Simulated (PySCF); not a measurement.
**Excitation energy of Ba by level of theory**

Ba [Xe] 6s2 (1S) → Ba [Xe] 5d1 6s1, s spin flipped, as a difference of total energies. All numbers are calculated (PySCF 2.14, scalar relativity by spin-free X2C-1e, in aug-cc-pwCVTZ-X2C (11s10p8d4f, 109 functions)). Correlated levels: valence and next inner shell: [Kr] 4d10 frozen. The calculations carry no spin-orbit coupling.

| method | excitation energy (eV) |
| --- | --- |
| UHF | 1.143 |
| MP2 (valence and next inner shell) | 1.506 |
| SCS-MP2 (valence and next inner shell) | 1.526 |

Task: How much does correlation contribute at MP2 (valence and next inner shell)?

Result: 1.506 − (1.143) = 0.363 eV, measured against UHF.

The upper determinant mixes two multiplicities, so it lies between the two terms.
